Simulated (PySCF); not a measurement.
C₃H₁₁NSi₃.
Cartesian coordinates in Å at the GFN2-xTB level; atoms count from 1:
```
atom  x, y, z in Å
C1     2.6775   -0.9177    0.1508
C2     2.2976   -0.4873   -1.0408
Si3    0.6421    0.3330   -1.4259
C4    -0.2640    0.7943    0.1619
Si5   -2.0481    1.4795    0.0148
N6    -2.4789    0.1197    1.0107
Si7   -0.9257   -0.6220    1.2736
H8     3.6327   -1.3910    0.3280
H9     2.0391   -0.8162    1.0148
H10    2.9816   -0.6177   -1.8717
H11    0.9219    1.5419   -2.2242
H12   -0.1409   -0.5965   -2.2561
H13    0.3768    1.4749    0.7232
H14   -2.2999    2.7709    0.6622
H15   -2.6705    1.4401   -1.3090
H16   -3.3843   -0.1669    1.3420
H17   -0.8558   -1.9883    0.7533
H18   -0.5101   -0.5909    2.6807
```

Computed at PBE0/pcSseg-1 (PySCF, non-relativistic), with Q(14N) = 0.02044 b: N6, 14N (I = 1): χzz = -3.391 MHz, η = 0.325.

**Question.** Find the zero-field quadrupole resonance frequencies of 14N at N6.

**Answer.** From ν± = (3/4)|χ|(1 ± η/3) and ν0 = |χ|η/2: ν+ 2.819 MHz, ν− 2.267 MHz, ν0 0.551 MHz (nitrogen bridging silicon atoms).

In a crystal, neighbours and librations shift these lines. Geometry: GFN2-xTB, one conformer, isolated molecule. GFN2-xTB bond lengths can be off by several hundredths of an ångström, more for odd bonds, and the gradients follow them. These gradients aren't converged with respect to the basis.

These values come from a run that also computed NMR shieldings. Time: 78 s of wall time (with the writing of density and orbital grids); peak memory 0.79 GiB. Hardware: Arm Neoverse N1, one thread (shared host).
